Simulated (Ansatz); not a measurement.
Input for Ansatz (a program for electronic structure): R-wB97M-V/def2-TZVPP on ClHMg (SMILES [MgH][Cl]), atoms moved off the minimum.

Ansatz 0.2 input:
```yaml
crystal:
  periodic: [false, false, false]
  atoms:
    - {symbol: Mg, position_ang: [-0.06555016, -0.05347290, -1.31317734]}
    - {symbol: H, position_ang: [-0.00201986, -0.06139849, -2.99437823]}
    - {symbol: Cl, position_ang: [-0.01917512, 0.01252131, 0.98508364]}
basis:
  gaussian:
    orbitals: def2-TZVPP
hamiltonian:
  xc: {name: wB97M-V}
scf: {lower_state_search: off}
output: {forces: true}
```

Question: What total energy does the run end on?

Answer: -660.9099 hartree.
